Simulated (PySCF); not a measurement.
Heteronuclear NMR

Numbering as in the mapped SMILES `[CH2:1]=[N:2][Si@H:3]1[SiH2:4][C:5]([F:6])=[C:7]1[CH3:8]`; H(Xn) means a hydrogen on atom n. Ha(Si4) is cis to N2 on the ring; Ha(C1) is cis to Si3; Hb(Si4) is trans to N2 on the ring; Hb(C1) is trans to Si3.

[PySCF 2.14.0 with density-fitted response routines: σ from GIAO-PBE0/pcSseg-1; coordinates at the GFN2-xTB level; in vacuum; equivalent nuclei averaged; one computed conformer; non-relativistic Hamiltonian]

(1) What are the ¹⁹F shifts?

(2) What are the ²⁹Si shifts?

(3) Predict the ¹⁵N NMR data.

Answers

(1) 
```tsv
atoms	environment	σ (ppm)	δ (ppm)
F6	vinylic fluorine	233.3	-64.5
```

Shieldings were converted by a linear fit to measured shifts: ¹⁹F: δ = 146.13 − 0.903σ +14.6 on sp3 carbon (rms 6.0 ppm, 223 shifts, 7.0 ppm with the 5 outliers that the fit left out vs CFCl3, solution or neat liquid). A few per cent of atoms miss by over 2 rms, more outside the fitted compound classes.

On a 400 MHz spectrometer ¹⁹F resonates near 376.4 MHz, so 1 ppm is 376.4 Hz.

(2) 
```json
{"atoms": "Si3", "environment": "silicon bonded to C, N, Si, H, in a 4-membered ring", "σ (ppm)": "395.8", "δ (ppm)": "-45.4"}
{"atoms": "Si4", "environment": "silicon bonded to C, Si, 2 H, in a 4-membered ring", "σ (ppm)": "409.5", "δ (ppm)": "-56.7"}
```

Shieldings were converted by a linear fit to measured shifts: ²⁹Si (scatter 8.9 ppm rms, 25.8 ppm with the 6 outliers that the fit left out vs TMS, solution or neat liquid). A few per cent of atoms miss by over 2 rms, more outside the fitted compound classes.

On a 300 MHz spectrometer ²⁹Si resonates near 59.6 MHz, so 1 ppm is 59.6 Hz.

(3) 
```tsv
atoms	environment	σ (ppm)	δ (ppm)
N2	imine nitrogen	-160.1	-0.5
```

Shieldings were converted by a linear fit to measured shifts: ¹⁵N: δ = -148.07 − 0.921σ (rms 6.3 ppm, 71 shifts vs CH3NO2, solution or neat liquid). Occasional misses reach two or three times the rms, and more in compound classes unlike the fitted ones.

On a 600 MHz spectrometer ¹⁵N resonates near 60.8 MHz, so 1 ppm is 60.8 Hz.
